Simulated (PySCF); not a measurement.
Orbital picture of ZnO⁺

PBE0 at R = 1.790 Å; Zn cc-pVDZ-PP with ECP10, O cc-pVDZ; scalar-relativistic core potentials (PySCF 2.14). State: ²Π (doublet), unpaired electrons π ↑. Only the outer orbitals are listed, counted within each symmetry, core potentials removing the inner ones.

```
spin  orbital  occ.  ε (eV)  on Zn (%)           main shells (%)
   α       2π     1  -23.52         98                   98 Zn d
   α       5σ     1  -23.41         95                   94 Zn d
   α       2π     1  -23.41         99                   99 Zn d
   α       1δ     1  -23.36        100                  100 Zn d
   α       1δ     1  -23.35         99                   99 Zn d
   α       3π     1  -18.02          5                    94 O p
   α       6σ     1  -17.48         28           69 O p, 22 Zn s
   α       3π     1  -15.96          6                    94 O p
   α       7σ     0  -11.45         87  68 Zn s, 18 Zn p, 13 O p
   α       4π     0   -6.60         98                   98 Zn p
   α       4π     0   -6.40         96                   96 Zn p
   β       4σ     1  -31.40         10                    89 O s
   β       2π     1  -23.42         99                   99 Zn d
   β       2π     1  -23.37         99                   99 Zn d
   β       1δ     1  -23.37        100                  100 Zn d
   β       1δ     1  -23.37        100                  100 Zn d
   β       5σ     1  -23.22         94                   93 Zn d
   β       6σ     1  -16.42         39           57 O p, 36 Zn s
   β       3π     1  -15.11          8                    92 O p
   β       7σ     0  -11.32         76  52 Zn s, 24 O p, 23 Zn p
   β       3π     0  -10.55         20           80 O p, 19 Zn p
   β       4π     0   -6.56         95                   94 Zn p
```

**Question.** Which are the highest filled and the lowest empty level, where do they sit, and how wide is the gap?

**Answer.** Highest filled β 3π at -15.11 eV (in %: 92 O p); lowest empty α 7σ at -11.45 eV (in %: 68 Zn s, 18 Zn p, 13 O p); the gap at PBE0 is 3.66 eV.

The bond order (Mayer) is 1.22, the ⟨S²⟩ is 0.783 and the charge on Zn (Mulliken, basis-dependent) is 1.16. The charge on Zn (Löwdin, basis-dependent) is 1.09. The dipole moment (positive dipole points towards O; it is taken about the centre of mass and depends on that origin) is -4.38 D, the polarisability along the bond is 30.7 bohr³ and the polarisability across the bond is 12.8 bohr³.

The state is the lowest determinant that a PBE0 search found; another state may lie lower at other levels.
